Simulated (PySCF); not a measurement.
## Unknown compound

The spectra below were simulated for a compound C2H10O2Si2.

$^{1}$H NMR (600 MHz, computed): δ 5.33 (s, 4H), 3.58 (s, 6H).

$^{13}$C{$^{1}$H} NMR (computed): δ 56.0 (CH3).

Averaged over atoms made equivalent by symmetry, fast rotation or ring inversion, relativity neglected, a single conformation, in vacuum. Geometry: GFN2-xTB; PBE0/pcSseg-1 with gauge-including orbitals; PySCF 2.14.0 with density-fitted response routines.

References, each an isolated molecule treated in the same way: TMS for $^{1}$H and $^{13}$C.

**Question.** What is the structure?

**Answer.** 
The formula gives 0 degrees of unsaturation. 1 carbon signal for 2 carbons: some carbons are equivalent by symmetry or fast rotation. Carbon types of the structure: 2 × CH3, leaving 4 H on heteroatoms. δC 56.0: methyl carbon bonded to O; pulled downfield by the heteroatom. δH 5.33: hydrogen on a silicon bonded to O, Si. δH 3.58: hydrogen on a methyl carbon bonded to O; its carbon carries O, hence the downfield position.

These data were computed for SMILES CO[SiH2][SiH2]OC.

This is the structure that produced the data.

Shifts are as computed. Against solution values, carbons near 30 ppm lie about +3 ppm off and those near 130 ppm about +5 ppm. Of 1211 compounds with measured shifts, 218 miss one by over three times the rms of a fit or turn the order of signals round; such compounds aren't used in these exercises. Multiplicities follow the n + 1 count of equivalent neighbours, as no J values were calculated; m marks all less simple cases, F and P coupling included.
